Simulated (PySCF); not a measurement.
**Broadened absorption spectrum of C4H11BF2Ge**

Species: C₄H₁₁BF₂Ge.
InChI=1S/C4H11BF2Ge/c1-4(2,3)8-5(6)7/h8H2,1-3H3

Method used: PySCF, TDDFT PBE0/def2-SVPD, vertical, gas phase, core orbitals frozen in the response. One conformer (not necessarily the lowest) at the PBE0-D3(BJ)/def2-SVP geometry, without solvent, vibrations or thermal averaging. The PBE0/def2-SVPD calculation is non-relativistic and has no spin–orbit coupling, an omission that weighs most on germanium. Torsions of this conformer, `[CH3:1][C:2]([CH3:3])([CH3:4])[GeH2:5][B:6]([F:7])[F:8]`: C1–C2–Ge5–B6 -63°, C2–Ge5–B6–F7 69°.

Each state is given a Gaussian of 0.25 eV full width at half maximum, with ε(max) = 2.175×10⁸ f / Δν̃ (Δν̃ the width in cm⁻¹). The cross-section is σ = 3.8235×10⁻²¹ ε cm², given in Mb (10⁻¹⁸ cm²). The width is an assumption, not a result. The curve ends short of the highest state used, and states not computed would add to its high-energy end.

```json
{"E (eV)": "5.40", "σ (Mb)": "0.10"}
{"E (eV)": "5.48", "σ (Mb)": "1.02"}
{"E (eV)": "5.57", "σ (Mb)": "7.25"}
{"E (eV)": "5.66", "σ (Mb)": "25.18"}
{"E (eV)": "5.75", "σ (Mb)": "42.61"}
{"E (eV)": "5.84", "σ (Mb)": "35.15"}
{"E (eV)": "5.93", "σ (Mb)": "14.13"}
{"E (eV)": "6.02", "σ (Mb)": "2.77"}
{"E (eV)": "6.11", "σ (Mb)": "0.29"}
{"E (eV)": "6.19", "σ (Mb)": "0.24"}
{"E (eV)": "6.28", "σ (Mb)": "1.32"}
{"E (eV)": "6.37", "σ (Mb)": "3.86"}
{"E (eV)": "6.46", "σ (Mb)": "5.49"}
{"E (eV)": "6.55", "σ (Mb)": "3.80"}
{"E (eV)": "6.64", "σ (Mb)": "1.30"}
{"E (eV)": "6.73", "σ (Mb)": "0.48"}
{"E (eV)": "6.82", "σ (Mb)": "3.22"}
{"E (eV)": "6.90", "σ (Mb)": "15.94"}
{"E (eV)": "6.99", "σ (Mb)": "49.44"}
{"E (eV)": "7.08", "σ (Mb)": "75.24"}
{"E (eV)": "7.17", "σ (Mb)": "56.25"}
{"E (eV)": "7.26", "σ (Mb)": "20.72"}
{"E (eV)": "7.35", "σ (Mb)": "4.09"}
{"E (eV)": "7.44", "σ (Mb)": "2.68"}
```

Q: Locate the maxima and give the states behind the curve.

A: 215 nm (5.77 eV), ε about 11000, made up of S1 (100%); 192 nm (6.46 eV), ε about 1400, made up of S2 (100%); 175 nm (7.09 eV), ε about 20000, made up of S3 (85%) and S4 (15%) (ε in L mol⁻¹ cm⁻¹; maxima over ε = 5, shares over 10%). At its high-energy end, 7.44 eV, the curve is still rising (ε about 700, from S5 and S7). The states used: S1 5.77 eV (f 0.105); S2 6.46 eV (f 0.013); S3 7.08 eV (f 0.156); S4 7.11 eV (f 0.028); S5 7.56 eV (f 0.0023); S6 7.57 eV (f 0.0009); S7 7.69 eV (f 0.058); S8 7.90 eV (f 0.0054); S9 8.02 eV (f 0.096); S10 8.04 eV (f 0.025).

Q: Coming from long wavelengths, where does ε first pass 100 L mol⁻¹ cm⁻¹?

A: At about 228 nm (5.44 eV), 0.33 eV below S1.

Q: Does any computed singlet lie in the visible range?

A: No computed singlet lies in the visible range (380 to 750 nm); the lowest, at 215 nm, stands 2.51 eV above its violet end (3.26 eV).

Q: What would ε be at 7.09 eV, the highest of these maxima, with half the width (0.125 eV)?

A: About 38800 L mol⁻¹ cm⁻¹ against 19700, a factor of about 1.97; a lone state at its own centre would give exactly 2.

The vertical ionisation energy (ΔSCF) is 9.54 eV, 1.51 eV above S10.

On Arm Neoverse N1, one thread, shared host with 64 logical CPUs at a one-minute load of 58, this took 10 min wall (grids of density and orbitals included) and 1.1 GiB of memory at its peak.
